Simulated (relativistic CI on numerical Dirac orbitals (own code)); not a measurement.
## Spin-allowed bands of a d3 ion in an octahedral site, by hand

Problem. Take Δ = 19900 cm⁻¹ and B = 790 cm⁻¹ for a d3 ion in an octahedral site. Calculate the three spin-allowed bands.

Working.
1. The terms of highest spin are 4F (energy 0) and 4P (15B = 11850 cm⁻¹). Here the F term splits into A2 at −1.2Δ = -23880, T2 at −0.2Δ = -3980 and T1 at +0.6Δ = 11940 cm⁻¹.
2. The two T1 states mix through the element 0.4Δ: H = [[11940, 7960], [7960, 11850]], with roots ½(H₁₁ + H₂₂) ∓ ½√[(H₂₂ − H₁₁)² + 4H₁₂²] = ½(23790) ∓ ½(15920) = 3935 and 19855 cm⁻¹.
3. The ground term is 4A2 at -23880 cm⁻¹.
4. Bands: 4T2 19900 cm⁻¹ (503 nm), 4T1(F) 27815 cm⁻¹ (360 nm), 4T1(P) 43735 cm⁻¹ (229 nm).

Check. Exact diagonalisation of the whole d3 shell with these parameters gives 4T2 19900, 4T1 27815, 4T1 43735 cm⁻¹. The match is exact, since without spin-orbit coupling no other term has this spin. The ratio of the second band to the first, 1.398, depends on Δ/B = 25.2 alone, which is how a Tanabe-Sugano diagram is read.
